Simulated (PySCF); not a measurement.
A structure optimised at PBE-D3(BJ)/def2-SVP, used in a PySCF frequency run:

```xyz
11

N     -0.0098    -2.1637     0.0000
B     -0.0379    -0.7691     0.0000
C     -1.2513     0.2295     0.0000
C     -0.6582     1.4513     0.0000
N      0.7991     1.4727     0.0000
C      1.2167     0.2439     0.0000
H      0.8567    -2.7041     0.0000
H     -0.8512    -2.7428     0.0000
H     -2.3407     0.0857     0.0000
H     -1.1539     2.4367     0.0000
H      2.3096     0.0590     0.0000
```

Task: Write its SMILES, formula and point group.

Result: NB1C=CN=C1, C3H5BN2, Cs

Task: What are its rotational constants (standard atomic weights)?

Result: 7.8532, 3.3698, 2.3580 GHz
